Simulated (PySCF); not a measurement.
MI for M along group 15

PBE with triple-zeta basis sets in PySCF, for the lowest determinant that a PBE0 search found; no spin–orbit coupling. De refers to high-spin ground-configuration atoms. A positive dipole means M(−)I(+).

```tsv
M	basis	state (unpaired electrons)	Re (Å)	ωe (cm⁻¹)	De (eV)	μ (D)
P	def2-TZVPP	triplet (π ↑↑)	2.388	368	2.80	0.28
As	x2c-TZVPPall	triplet (π ↑↑)	2.507	253	2.67	-0.39
Sb	def2-TZVPP	triplet (π ↑↑)	2.705	202	2.60	-1.24
```

The shortest bond is that of PI (2.388 Å), the longest that of SbI (2.705 Å).

The rows differ in basis set, which adds steps of its own.

Down a group the atoms grow and get heavier, so bonds lengthen and wavenumbers fall; this series shows no clear exception.

Spin–orbit coupling is left out, which matters for elements this heavy, above all for dissociation energies. States were picked by a PBE0 search and need not be the measured ground states.
